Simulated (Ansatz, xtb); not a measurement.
# Two isomers of C5H5BN2

Structure I is `Bn1cccc1C#N`, a singlet and structure II is `Bc1cc(C#N)c[nH]1`, a singlet. Both are isolated molecules in the gas phase, relaxed with PBE-D3(BJ)/def2-SVP; the shapes shown needn't be the lowest conformers.

I (Å):

```xyz
13

C    -0.8641   -1.4563    0.2663
C    -1.1067   -1.6333    1.6117
C     0.0906   -1.2731    2.3136
C     1.0282   -0.8862    1.3657
C     2.3619   -0.4436    1.5552
B     1.0552   -0.6992   -1.1790
N     0.4425   -0.9967    0.0820
N     3.4645   -0.0796    1.7401
H     2.1981   -0.3080   -1.1879
H     0.3831   -0.8594   -2.1738
H    -1.5075   -1.6153   -0.6055
H    -2.0429   -1.9847    2.0590
H     0.2579   -1.2916    3.3959
```

II (Å):

```xyz
13

C     0.7371   -0.7163   -0.1207
C    -0.3197   -1.5428    0.3173
C    -0.2347   -1.6749    1.7297
C    -1.0935   -2.4157    2.5895
C     0.8877   -0.9174    2.1421
B     1.1223   -0.2462   -1.5103
N    -1.8046   -3.0284    3.2957
N     1.4387   -0.3667    1.0405
H     2.0919    0.4777   -1.6602
H     0.4633   -0.5926   -2.4691
H    -1.0734   -2.0002   -0.3324
H     1.2907   -0.7635    3.1493
H     2.2648    0.2331    1.0350
```

Estimate E(II) − E(I) at the level CCSD(T)/def2-SVP + ΔMP2/def2-TZVPP.

Calculated at CCSD(T)/def2-SVP + ΔMP2/def2-TZVPP: E(II) − E(I) = +0.544 eV, so structure I lies lower.

How the difference moves with the method:

```csv
level,geometry,E(II) − E(I) (eV),departure from the last row (eV),"job, with rough time for the two"
GFN2-xTB,GFN2-xTB,+0.801,+0.257,"optimisation, 0.14 s"
HF/STO-3G,GFN2-xTB,+0.857,+0.313,"single point, 0.48 s"
r2SCAN-D4/def2-SVP,GFN2-xTB,+0.430,−0.115,"single point, 4.3 s"
PBE-D3(BJ)/def2-SVP,PBE-D3(BJ)/def2-SVP,+0.412,−0.132,"optimisation, 22 s"
HF/def2-SVP,PBE-D3(BJ)/def2-SVP,+0.505,−0.039,part of the CCSD(T) run
MP2/def2-SVP,PBE-D3(BJ)/def2-SVP,+0.504,−0.040,part of the CCSD(T) run
CCSD(T)/def2-SVP,PBE-D3(BJ)/def2-SVP,+0.536,−0.008,single point
CCSD(T)/def2-SVP + ΔMP2/def2-TZVPP,PBE-D3(BJ)/def2-SVP,+0.544,,"single point, 56 s"
```

As drawn, II has 1 C–B, 1 N–H in place of 1 B–N, 1 C–H.

None of the levels shown reverses the order. The largest departure from CCSD(T)/def2-SVP + ΔMP2/def2-TZVPP is that of HF/STO-3G, 0.313 eV. The last row adds to CCSD(T) the change of the MP2 difference between the two basis sets, here +0.008 eV.

With thermal terms from frequencies at re-optimised GFN2-xTB minima (ideal gas, soft modes damped towards free rotors, one conformer each, 298.15 K, 1 atm): on the last row, ΔE + ΔZPE = +0.534, ΔH = +0.540, ΔG = +0.526 eV.

The correlated steps freeze 8 core orbitals. Run with Ansatz 0.2.0, xtb 6.7.1; the last row on 2 threads of Intel(R) Xeon(R) 6975P-C (Granite Rapids) on a shared host.
